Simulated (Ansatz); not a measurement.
Cost and result for the atomization energy of `[O][SnH]([F])[F]` radical (5 atoms, 4 bonds).

```xyz
5

O    -1.6461    0.3190   -0.9705
Sn    0.0051   -0.1151    0.0091
F    -0.0475    0.8493    1.6416
F     1.4359    0.7137   -0.9202
H     0.2526   -1.7669    0.2401
```

Charge 0, multiplicity 2. Correlated methods include outer-core shells of Sn, which these sets cover unevenly. Sn: def2 effective core potential. The geometry is a stationary point of PBE0-D4/def2-TZVP. Program: Ansatz. All runs use 4 threads of an Arm Neoverse N1 on a shared host. Times are those of one run each, without the atoms' runs, and a repeat can differ threefold. Electronic energies, without spin–orbit coupling; frozen cores. CCSD(T)/CBS adds CCSD(T) − MP2 in def2-TZVPP to the MP2 limit, and its time is that of the two runs behind it. T1 = 0.016; ⟨S²⟩ of the reference is 0.76. With those shells the extrapolation isn't a true limit. HSE06 is the plane-wave form, built on full-range PBE exchange.

CCSD(T)/CBS is a level of theory with its own doubt, some kJ/mol a heavy atom from the limit and from the frozen cores, so smaller differences don't rank the functionals.

```json
{"level": "LDA (SPW92)/def2-TZVPP", "functions": "157", "wall time": "7 s", "atomization (kJ/mol)": "1703.2", "difference from CCSD(T)/CBS": "266.2", "per bond": "66.6"}
{"level": "revPBE-D4/def2-TZVPP", "functions": "157", "wall time": "12 s", "atomization (kJ/mol)": "1400.1", "difference from CCSD(T)/CBS": "-36.9", "per bond": "-9.2"}
{"level": "PBE-D4/def2-TZVPP (with forces)", "functions": "157", "wall time": "13 s", "atomization (kJ/mol)": "1462.4", "difference from CCSD(T)/CBS": "25.4", "per bond": "6.3"}
{"level": "CCSD(T)/def2-SVP", "functions": "73", "wall time": "13 s", "atomization (kJ/mol)": "1251.3", "difference from CCSD(T)/CBS": "-185.7", "per bond": "-46.4"}
{"level": "HSE06-D4/def2-TZVPP", "functions": "157", "wall time": "13 s", "atomization (kJ/mol)": "1381.1", "difference from CCSD(T)/CBS": "-55.9", "per bond": "-14.0"}
{"level": "CAM-B3LYP-D4/def2-TZVPP", "functions": "157", "wall time": "14 s", "atomization (kJ/mol)": "1422.8", "difference from CCSD(T)/CBS": "-14.2", "per bond": "-3.5"}
{"level": "r2SCAN-D4/def2-TZVPP (with forces)", "functions": "157", "wall time": "29 s", "atomization (kJ/mol)": "1428.9", "difference from CCSD(T)/CBS": "-8.1", "per bond": "-2.0"}
{"level": "ωB97X-V/def2-TZVPP", "functions": "157", "wall time": "30 s", "atomization (kJ/mol)": "1435.0", "difference from CCSD(T)/CBS": "-2.0", "per bond": "-0.5"}
{"level": "B97M-V/def2-TZVPP", "functions": "157", "wall time": "34 s", "atomization (kJ/mol)": "1451.3", "difference from CCSD(T)/CBS": "14.3", "per bond": "3.6"}
{"level": "MP2/def2-QZVPP", "functions": "283", "wall time": "52 s", "atomization (kJ/mol)": "1455.5", "difference from CCSD(T)/CBS": "18.5", "per bond": "4.6"}
{"level": "ωB97M-V/def2-TZVPP (with forces)", "functions": "157", "wall time": "55 s", "atomization (kJ/mol)": "1408.8", "difference from CCSD(T)/CBS": "-28.2", "per bond": "-7.0"}
{"level": "CCSD(T)/def2-TZVPP", "functions": "157", "wall time": "4.7 min", "atomization (kJ/mol)": "1365.1", "difference from CCSD(T)/CBS": "-71.9", "per bond": "-18.0"}
{"level": "CCSD(T)/CBS(def2)", "functions": "–", "wall time": "5.6 min", "atomization (kJ/mol)": "1437.0", "difference from CCSD(T)/CBS": "0.0", "per bond": "0.0"}
```

From r2SCAN to r2SCAN0 (25 % exact exchange), in def2-TZVPP and without D4, the atomization energy moves by −77.1 kJ/mol: exact exchange takes away binding that semilocal exchange gives to molecules. In def2-TZVPP, CCSD(T) changes the Hartree–Fock value by +482.9 kJ/mol (the triples alone add +37.8 kJ/mol) and MP2 by +527.3 kJ/mol; breaking electron pairs costs correlation energy, which Hartree–Fock lacks. At CCSD(T), def2-SVP lies −185.6 kJ/mol from the extrapolated value and def2-TZVPP −71.8 kJ/mol: correlation converges slowly with the basis, and small sets miss more of it in the bonded molecule than in its fragments.

Spin–orbit coupling would lower the free Sn atoms strongly, and the atomization energy with them, by more than many differences here. For some Ge, Se and Sn compounds the MP2-based and the directly extrapolated limit differ by 10 to 25 kJ/mol.
